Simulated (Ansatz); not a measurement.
Question: Name a neutral molecule of C, F, N, O, Si and H with HOMO–LUMO gap (PBE0/def2-TZVPP) between 8.80 and 9.10 eV and LUMO energy (ωB97M-V/def2-TZVPP) between 1.85 and 2.15 eV (Ansatz, PBE0-D4/def2-TZVP geometry).

Answer: `C[SiH](F)N=C=O` (8.94 eV, 2.12 eV). Other molecules can fit too; these were computed, each in one conformer that needn't be the lowest.
